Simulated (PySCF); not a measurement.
SMILES CCC#Cc1ccc2c(c1)CC2, C12H12

Cartesian coordinates in Å; atom numbers follow the order of the lines, from 1:
```xyz
24

C     4.5364    0.0127    1.0199
C     4.0356    0.2242   -0.4092
C     2.5893    0.1742   -0.4754
C     1.3875    0.1287   -0.5069
C    -0.0272    0.0773   -0.5544
C    -0.6747    0.2482   -1.7802
C    -2.0620    0.2094   -1.8966
C    -2.7526   -0.0075   -0.7301
C    -2.1102   -0.1794    0.4975
C    -0.7486   -0.1454    0.6326
C    -3.4088   -0.3537    1.2425
C    -4.1241   -0.1612   -0.1255
H     4.1419    0.7838    1.6781
H     5.6232    0.0534    1.0482
H     4.2141   -0.9562    1.3953
H     4.3727    1.1968   -0.7819
H     4.4463   -0.5493   -1.0662
H    -0.0683    0.4154   -2.6594
H    -2.5414    0.3438   -2.8553
H    -0.2309   -0.2769    1.5714
H    -3.6202    0.4179    1.9812
H    -3.5478   -1.3329    1.6983
H    -4.7565    0.7232   -0.1904
H    -4.6854   -1.0269   -0.4745
```

Theory: PySCF 2.14.0, GIAO CAM-B3LYP/pcSseg-1 magnetisability, rotational g tensor and spin-rotation constants, non-relativistic, gas phase. Geometry: GFN2-xTB.

Q: How diamagnetic is it, and how anisotropic?

A: Isotropic -1830 × 10⁻³⁰ J/T², or -110.2 × 10⁻⁶ cm³/mol; principal values -2361, -1634, -1496 × 10⁻³⁰ J/T², anisotropy 805 × 10⁻³⁰ J/T² (root of half the summed squared differences of the principal values). The susceptibility is in cgs units.

Q: Split it along the inertial axes a, b, c into diamagnetic and paramagnetic parts about the centre of mass, with the quadrupole moment.

A: 
```
axis  χ (10⁻⁶ cm³/mol)  diamagnetic (10⁻⁶ cm³/mol)  paramagnetic (10⁻⁶ cm³/mol)  summed x² of all electrons (Å²)  quadrupole Θ (D Å)
   a             -98.4                      -575.6                        477.2                            741.4              +12.75
   b             -90.1                     -3238.1                       3148.0                            113.8               -1.65
   c            -142.2                     -3628.5                       3486.3                             21.8              -11.10
```
Anisotropies 2χaa − χbb − χcc = +35.5 and 2χbb − χaa − χcc = +60.4 × 10⁻⁶ cm³/mol. Θ is traceless in Buckingham's convention.

Q: And the rotational g tensor?

A: 
```
axis  rotational constant (GHz)        g  nuclear part  electronic part
   a                     2.9401  -0.0387        0.6204          -0.6591
   b                     0.3945  -0.0052        0.5783          -0.5834
   c                     0.3509  +0.0049        0.5796          -0.5747
```
Asymmetric top; isotopes 12C, 1H; no vibrational averaging.
